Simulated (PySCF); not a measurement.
C3H6OSi, SMILES O1C=C[SiH2]C1.

Coordinates come from a PBE0-D3(BJ)/def2-SVP optimisation. This is a generated structure with no PubChem entry under its InChIKey; it may be hypothetical. Other conformers were not sampled.

Calculation: CAM-B3LYP/def2-TZVP in PySCF.

- total energy = -482.61025 hartree
- point group = Cs
- highest occupied level = -8.00 eV
- lowest empty level = 1.27 eV
- orbital gap = 9.27 eV
- dipole moment = 0.23 D
- quadrupole, principal values (traceless, Buckingham form, about the centre of nuclear charge) = -3.54, -2.53, 6.07 D·Å
- mean static polarisability = 61.4 bohr³ (9.10 Å³)
- polarisability, principal values = 48.7, 63.4, 72.1 bohr³
